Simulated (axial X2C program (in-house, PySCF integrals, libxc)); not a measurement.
## InO: bond constants with and without spin–orbit coupling

Computed with an in-house all-electron X2C program for linear molecules (integrals from PySCF). Spin-free means the one-electron spin-free X2C Hamiltonian; two-component (2c) means X2C with spin–orbit coupling and atomic mean-field two-electron Coulomb and Gaunt terms, so the difference of the two also holds small scalar two-electron terms. Basis: In dyall-cv3z [11s12p9d4f1g], O dyall-av3z [7s6p3d2f] (cores contracted in-house); Gaussian nuclei, density fitting, unrestricted open shells. Masses: In 114.904 u, O 15.995 u.

State, spin-free: M_S = 1/2, Λ = 0 (beyond evenly filled blocks: σα); electrons by block: σα: 13, σβ: 12, π+α: 6, π+β: 6, π-α: 6, π-β: 6, δ+α: 2, δ+β: 2, δ-α: 2, δ-β: 2. Fragments: In + O.

State, 2c: Ω = 1/2 (⟨Sz⟩ = 0.50, ⟨Lz⟩ = 0.00 at PBE0); electrons by block: 1/2: 19, -1/2: 18, 3/2: 8, -3/2: 8, 5/2: 2, -5/2: 2. Fragments: In + O.

```csv
Hamiltonian,level,Re (Å),ωe (cm⁻¹),ωexe (cm⁻¹),De (eV),D0 (eV),k (mdyn/Å),μ (D)
spin-free,PBE0,1.922,586.9,4.02,3.48,3.44,2.85,-4.25
spin-free,HF,2.006,535.0,3.06,1.27,1.23,2.37,-3.95
spin-free,MP2,1.984,535.1,2.97,3.35,3.32,2.37,n/a
spin-free,CCSD,1.956,570.7,3.71,3.20,3.17,2.69,n/a
spin-free,CCSD(T),1.951,580.4,3.99,3.43,3.39,2.79,n/a
spin-free,TPSS,1.919,613.4,4.52,3.83,3.79,3.11,-4.21
2c,PBE0,1.922,587.1,4.02,n/a,n/a,2.85,-4.25
2c,TPSS,1.919,613.5,4.52,n/a,n/a,3.11,-4.21
```

Correlated methods: 9 electrons correlated (number of frozen shells: In 4 s, 3 p, 2 d; O 1 s), 259 virtual spin orbitals or spinors in MP2, 90 natural virtuals in coupled cluster.

Dipoles are positive if O is the positive end.

The state is a single determinant with fixed occupations, the lowest that a limited PBE0 search found. Dissociation energies refer to the lowest single-determinant-based atoms at the same level and basis. De is not given where an atomic determinant may have missed its ground term or J level, or where the truncated virtual space spoils (T). Density functionals use the spin component along the axis (collinear). Coupled cluster ran in a truncated set of natural virtual spinors; the MP2 energy of the rest was added. (T) has no such correction and the atoms are truncated less, which lowers De at CCSD(T) by a hundredth of an eV or more. Other states lie close and PBE0, whose exact exchange favours high spin, may order them wrongly; the determinant shown need not be the ground state. The nearest other spin-free determinant of the search, M_S = 1/2, Λ = 1, lies 0.33 eV up at the distance of the search. The functionals have no current-density term, which raises determinants with orbital currents, atoms included. The T1 diagnostic is large, a sign of multireference character. With the outer-core shells frozen, correlated bond lengths of heavy atoms tend to come out a few hundredths of an ångström too long.

No reliable constants came from CCSD (2c), CCSD(T) (2c), HF (2c), MP2 (2c): no minimum in range, unconverged points, a curve that is not smooth, a change of character along it, or the two Hamiltonians disagreeing along it.

Rough cost a point (2c) on 1 thread(s) of a shared host, integrals apart: PBE0 1.5 s, TPSS 1.4 s.

The whole task took 3.3 min on 1 thread of AMD EPYC 7B13 (Zen 3), on a shared host.
